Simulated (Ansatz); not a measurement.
`FC/C=C/C(F)F`. Total charge 0; spin multiplicity 1. Geometry: relaxed with PBE0-D4/def2-TZVP. It is one conformer, not always the lowest.

```xyz
12

F     1.295   -2.120    0.219
C     1.326   -1.001    1.018
C     0.381    0.043    0.550
C    -0.395   -0.074   -0.515
C    -1.336    0.987   -0.963
F    -1.219    2.113   -0.218
F    -1.068    1.326   -2.256
H     1.080   -1.309    2.042
H     2.351   -0.613    1.021
H     0.356    0.951    1.145
H    -0.385   -0.975   -1.119
H    -2.386    0.672   -0.924
```

**Question.** What is the dipole moment at r2SCAN/def2-TZVPP? (An estimate is asked.)

**Answer.** Ansatz gave: 2.08 D, with components (0.11, -0.61, 1.98) D in this frame, pointing from negative to positive charge.

**Question.** And with PBE, B3LYP, ωB97M-V? (An estimate is asked.)

**Answer.** The calculation gave: PBE 2.00 D, B3LYP 2.12 D, ωB97M-V 2.10 D.

**Question.** Give the Mulliken charges with r2SCAN, B3LYP, PBE in def2-TZVPP. (Best estimate.)

**Answer.** The calculation gave: 
```tsv
atom	r2SCAN	B3LYP	PBE
F1	-0.24	-0.24	-0.20
C2	0.20	0.12	0.09
C3	-0.10	-0.13	-0.11
C4	-0.15	-0.17	-0.15
C5	0.39	0.35	0.28
F6	-0.21	-0.21	-0.17
F7	-0.20	-0.21	-0.16
H8	0.05	0.09	0.08
H9	0.05	0.09	0.08
H10	0.09	0.12	0.10
H11	0.10	0.12	0.10
H12	0.03	0.07	0.06
```

B3LYP here is the variant with VWN-RPA as its local correlation; programs differ in this.
